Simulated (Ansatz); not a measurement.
SiPt₂⁺. The state is a doublet with charge 1. Geometry PBE0-D4/def2-TZVP, that of the neutral singlet.

```xyz
3

Pt    0.022   -0.754   -1.929
Pt   -0.022    0.754    1.929
Si    0.000    0.000    0.000
```

In the def2 sets Pt takes a core potential; there is no spin–orbit coupling. The structure comes from a short search, and lower isomers may exist.

Task: Estimate the α-spin orbital energies around the gap (eV) in Ansatz with PBE-D4/def2-TZVP, r2SCAN-D4/def2-TZVP, PBE0-D4/def2-TZVP.

Result: 
```csv
orbital,PBE-D4/def2-TZVP,r2SCAN-D4/def2-TZVP,PBE0-D4/def2-TZVP
HOMO−5,-11.99,-12.22,-13.13
HOMO−4,-11.47,-11.69,-12.86
HOMO−3,-11.47,-11.69,-12.86
HOMO−2,-11.43,-11.65,-12.82
HOMO−1,-11.43,-11.65,-12.82
HOMO,-11.20,-11.43,-11.99
LUMO,-8.76,-8.39,-7.71
LUMO+1,-8.29,-8.07,-7.47
LUMO+2,-8.29,-8.07,-7.47
LUMO+3,-6.25,-5.81,-5.30
LUMO+4,-5.10,-4.76,-4.32
LUMO+5,-5.10,-4.76,-4.32
β HOMO,-11.15,-11.23,-12.22
β LUMO,-10.74,-10.58,-9.82
```
